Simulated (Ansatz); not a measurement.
`C[B@H-]1[F+][B@@H-](C)[F+]1`. The species carries charge 0 and has multiplicity 1.

Cartesian coordinates in Å:
```
C 1.8834 0.6933 0.6068
B 0.6870 -0.1604 1.1238
F 0.2336 -1.2205 0.0849
B -1.1839 -0.5985 -0.0260
C -1.4933 -0.0976 -1.4685
F -0.6763 0.5444 0.8931
H 2.0560 1.5447 1.2715
H 2.8020 0.0994 0.6108
H 1.7300 1.0767 -0.4053
H 0.6659 -0.6666 2.2051
H -1.9379 -1.2762 0.6051
H -0.6902 0.5113 -1.8917
H -2.4114 0.4972 -1.4740
H -1.6647 -0.9473 -2.1356
```

(1) Give the diagnostics of a CCSD(T)/def2-TZVPP run (frozen core, the Gaussian-basis code of Ansatz). (Estimate.)

Results:

(1) Ansatz gave: T1 = 0.0106, largest single amplitude 0.017, largest double 0.015, (T) share of the correlation energy 3.2 %, 9 CCSD cycles. The RHF solution is stable towards an unrestricted one. T1 lies under the customary mark of 0.02 for closed shells.
